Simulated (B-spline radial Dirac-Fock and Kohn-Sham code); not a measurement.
## Te⁶⁺: non-radiative channels of the 1s vacancy

System: tellurium as Te⁶⁺ in the configuration [Kr] 4d10, inside a Watson sphere of charge -6 and radius 1.6 Å (a model of the Madelung potential; inside it an electron's potential energy is raised by 54.0 eV).

Method: one-electron (LDA, Dirac) transition rates at Dirac-Fock energies. Computed with a B-spline atomic structure program. Kinetic energies are configuration averages from the vacuum level; the two-hole energies are estimated from single-hole states. The rates lack the Breit term, which in heavy atoms raises K-L1L1 and K-L1L2.

```
transition  kinetic energy (eV)  width (meV)  share (%)
    K-L1L1              21747.0         76.6        6.4
    K-L1L2              22087.3         97.4        8.1
    K-L1L3              22362.2          134       11.2
    K-L2L3              22665.8          326       27.2
    K-L3L3              22938.6          161       13.4
    K-L1M1              25766.8         26.9        2.2
    K-L1M3              25951.9         25.4        2.1
    K-L2M3              26282.0         52.1        4.4
    K-L3M2              26499.6         50.5        4.2
    K-L3M3              26555.2         52.1        4.4
```

The listed channels hold 84 % of the non-radiative rate. Summed by principal shells, of 1.20 eV in all: KLL 67.6 %, KLM 24.6 %, KLN 4.8 %, KMM 2.1 %, KMN 0.8 %.
